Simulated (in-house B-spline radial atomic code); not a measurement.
**RPA and G0W0 on BHandHLYP: Ga²⁺**

Configuration [Ar] 3d10 4s1, highest spin, mean-field start BHandHLYP. Computed with a B-spline radial code for spherical atoms: all electrons, non-relativistic, point nucleus, each spin shell either full or empty, empty states to l = 9 with an (l + 1/2)⁻⁴ tail; G0W0 by contour deformation at full frequency.

Command:
```bash
python run_gw.py task.json out
```
Settings (radii: box in bohr, nucleus in fm):
```
Z                        31
electrons                29
configuration            [Ar] 3d10 4s1
hamiltonian              nr
method                   bhandhlyp
lmax                     9
spin_polarised           True
box_radius               17.55
intervals                52
ion_configuration        [Ar] 3d10
```

Time taken, with all properties: 5.7 s on 1 thread of Arm Neoverse N1 (shared host).

Energies (hartree):

| term | value |
| --- | --- |
| mean-field total | -1923.87983 |
| Hartree-Fock functional on these orbitals | -1922.37259 |
| direct second order | -2.451 |
| second-order exchange | 0.71221 |
| SOSEX correction | 0.64846 |

Q: What is the RPA correlation energy, and what remains with SOSEX?

A: RPA gives -2.0857 hartree (-1.96 eV per electron); RPA + SOSEX gives -1.4373, and the second-order doubles -1.7388 hartree (no singles). RPA lacks exchange-type terms and so overcorrelates at short range.

Quasi-particle levels (eV):

| level | occupied | mean field | Σx - vxc | Σc | QP weight | G0W0 |
| --- | --- | --- | --- | --- | --- | --- |
| 4s up | yes | -28.107 | -1.34 | ? | ? | ? |
| 3d down | yes | -46.49 | -6.29 | 2.62 | 0.919 | -50.16 |
| 3d up | yes | -46.64 | -6.32 | 2.63 | 0.897 | -50.33 |
| 4s down | no | -22.383 | 4.25 | -2.03 | 0.953 | -20.159 |

G0W0 = mean field + (Σx - vxc) + Σc, with Σc (partial-wave tail included) taken at the quasi-particle energy. Only the outer levels were computed. Levels of low weight are left out.

Q: Where does G0W0 put 4s up?

A: At -30.84 eV, with Σc = -1.40 eV and a quasi-particle weight of 0.968. The tabulated removal energy is 30.726 eV (NIST, measured); the calculation leaves out relativity, Breit and QED terms, and what these don't explain is the method's own error.

Q: What does it cost to remove one electron (to [Ar] 3d10) by differences of total energies, each species on its own start (correlation terms add to the Hartree-Fock functional)?

A: BHandHLYP 30.60 eV, Hartree-Fock functional 29.147 eV, + RPA 30.66 eV, + RPA + SOSEX 30.07 eV, + second order 30.58 eV. Tabulated: 30.726 eV (NIST, measured); the calculation leaves out relativity, Breit and QED terms, and what these don't explain is the method's own error.
